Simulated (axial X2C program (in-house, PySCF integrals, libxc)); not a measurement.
**Levels of HfO⁺ by electron attachment to HfO²⁺ (EOM-EA-CCSD)**

Computed with an in-house all-electron X2C program for linear molecules (integrals from PySCF): two-component X2C with atomic mean-field Coulomb and Gaunt terms, Gaussian nuclei, basis Hf dyall-acv3z, O dyall-av3z with contracted cores.

R = 1.833 Å (1.090 times 1.682 Å, the PBE0 minimum at charge 1 for the lowest determinant).

Levels of HfO⁺ obtained by attaching an electron to HfO²⁺:

| Ω | binding energy (eV) | above lowest (cm⁻¹) | attached spinor | one-particle weight |
| --- | --- | --- | --- | --- |
| 1/2 | 14.517 | 0 | 62% Hf sσ, 16% Hf dσ, 11% O pσ | 0.97 |
| 3/2 | 13.649 | 7007 | 98% Hf dδ | 0.96 |
| 5/2 | 13.319 | 9668 | 98% Hf dδ | 0.97 |
| 1/2 | 12.026 | 20096 | 50% Hf dπ, 29% Hf pπ, 11% O pπ | 0.97 |
| 3/2 | 11.649 | 23135 | 56% Hf dπ, 26% Hf pπ, 12% O pπ | 0.97 |
| 1/2 | 10.868 | 29432 | 41% Hf pσ, 38% Hf dσ, 8% O pσ | 0.97 |
| 1/2 | 8.953 | 44883 | 51% Hf pπ, 18% O pπ, 15% Hf dπ | 0.97 |
| 3/2 | 8.707 | 46862 | 55% Hf pπ, 17% O pπ, 15% Hf dπ | 0.97 |
| 1/2 | 6.075 | 68095 | 68% Hf sσ, 15% Hf dσ, 7% Hf pσ | 0.99 |

(1) Take the first Ω = 1/2 and Ω = 3/2 rows of π character: how far apart are they, and which lies lower?

This point took 26 s on 1 thread of Arm Neoverse V2 (shared host).

Reference electrons by ω block (each with its −ω partner): 1/2: 23, 3/2: 11, 5/2: 4, 7/2: 1. 16 electrons of HfO²⁺ correlated (inner shells frozen), 88 natural virtual spinors (a truncated set); levels can be off by some tenths of an eV. Roots sought by Ω: (1/2: 5, 3/2: 4, 5/2: 2, 7/2: 1); the list ends where they run out and leaves out roots under 60 % one-particle weight. The solver can skip a root, and states that need a further excitation, which the method places far too high, are missing though they may lie low or lowest. T1 of the reference 0.034 (Lee–Taylor). The reference was not checked to be the lowest state of its species. Number of frozen shells: Hf 4 s, 3 p, 2 d, 1 f; O 1 s. Large amplitudes in the reference (orbital relaxation or multireference character) lower the reliability.

## Answers

(1) E(3/2) − E(1/2) = 23135 − 20096 = 3039 cm⁻¹ at EOM-EA-CCSD: regular, Ω = 1/2 lower. Splittings at this level can be off by ten to twenty per cent.
